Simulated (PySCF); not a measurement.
borohydride (BH4), SMILES [BH4-], charge -1.

Coordinates come from a ωB97X-D3(BJ)/def2-TZVPD optimisation.

These are B3LYP/def2-TZVPD in PySCF values and carry that method's errors.

Symmetry labels are those of the subgroup D2 that the program uses (full group Td).

**Question.** List the valence orbital energies around the gap with their symmetry. (Estimate from the structure and the level; the computed values follow.)

**Answer.** 
| orbital | symmetry | energy (eV) |
|---|---|---|
| HOMO−4 | A | -175.30 |
| HOMO−3 | A | -7.00 |
| HOMO−2 | B1 | -1.76 |
| HOMO−1 | B2 | -1.76 |
| HOMO | B3 | -1.76 |
| LUMO | A | 3.96 |
| LUMO+1 | B1 | 6.78 |
| LUMO+2 | B2 | 6.78 |
| LUMO+3 | B3 | 6.78 |
